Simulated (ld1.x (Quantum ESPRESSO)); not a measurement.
## Scattering properties, TM potential for bismuth

- Element: Bi
- Generator: ld1.x (Quantum ESPRESSO) 7.5
- Type: norm-conserving Troullier–Martins (Kleinman–Bylander form)
- Functional: LDA (PZ)
- Relativity: scalar-relativistic
- Frozen core: [Xe] 4f14
- Valence charge: 15
- Reference configuration: 5d10 6s2 6p3
- Partial waves: 6s (bound): rc 1.60 bohr; 6p (bound): rc 1.95 bohr; 5d (bound): rc 1.40 bohr
- Local potential: all-electron potential smoothed inside 1.40 bohr (lloc = -1)
- Core correction: none

The phase is arctan(r·u′/u) with u = r·R(r), unwrapped; energies in Ry, scanned from -4 to 5 Ry. A pole is an energy at which the radial function vanishes at the test radius. The pseudo phase is shifted by a multiple of π to meet the all-electron one at the reference energy, and phase errors are pseudo minus all-electron; the curves can meet again beyond the range given. Levels narrower than the energy grid can be missing from the lists of poles.

```tsv
channel	radius (bohr)	reference energy (Ry)	poles, all-electron	poles, pseudo	unbroken range about the reference energy with phases within 0.05 rad	phase error 1 Ry above the reference energy (rad)
s	2.14	-1.08	1.98	1.69	below 2.8	-0.005
p	2.14	-0.35	4.56	-3.79, 4.03	above -3.5	-0.006
d	2.14	-2.00	-1.58	-1.58	the whole range	+0.000
```

Note: ghost states, extra bound levels that the all-electron valence spectrum of the same l lacks: s at -156.1 eV, p at -52.1 eV. A true bound ghost makes a file unfit for plane-wave use.

Phases in the s channel:

| E (Ry) | all-electron | pseudo |
| --- | --- | --- |
| -4.00 | 1.229 | 1.225 |
| -3.76 | 1.206 | 1.202 |
| -3.52 | 1.179 | 1.175 |
| -3.28 | 1.145 | 1.141 |
| -3.04 | 1.103 | 1.098 |
| -2.80 | 1.049 | 1.044 |
| -2.56 | 0.978 | 0.973 |
| -2.32 | 0.880 | 0.874 |
| -2.08 | 0.740 | 0.734 |
| -1.84 | 0.532 | 0.527 |
| -1.60 | 0.230 | 0.226 |
| -1.36 | -0.158 | -0.160 |
| -1.12 | -0.540 | -0.540 |
| -0.88 | -0.832 | -0.832 |
| -0.64 | -1.031 | -1.033 |
| -0.40 | -1.166 | -1.170 |
| -0.16 | -1.262 | -1.266 |
| 0.08 | -1.332 | -1.338 |
| 0.32 | -1.385 | -1.393 |
| 0.56 | -1.427 | -1.437 |
| 0.80 | -1.462 | -1.473 |
| 1.04 | -1.490 | -1.504 |
| 1.28 | -1.515 | -1.530 |
| 1.52 | -1.536 | -1.555 |
| 1.76 | -1.555 | -1.577 |
| 2.00 | -1.572 | -1.598 |
| 2.24 | -1.588 | -1.619 |
| 2.48 | -1.602 | -1.640 |
| 2.72 | -1.616 | -1.662 |
| 2.96 | -1.629 | -1.686 |
| 3.20 | -1.642 | -1.714 |
| 3.44 | -1.655 | -1.746 |
| 3.68 | -1.668 | -1.788 |
| 3.92 | -1.681 | -1.846 |
| 4.16 | -1.694 | -1.935 |
| 4.40 | -1.708 | -2.093 |
| 4.64 | -1.722 | -2.438 |
| 4.88 | -1.738 | -3.224 |
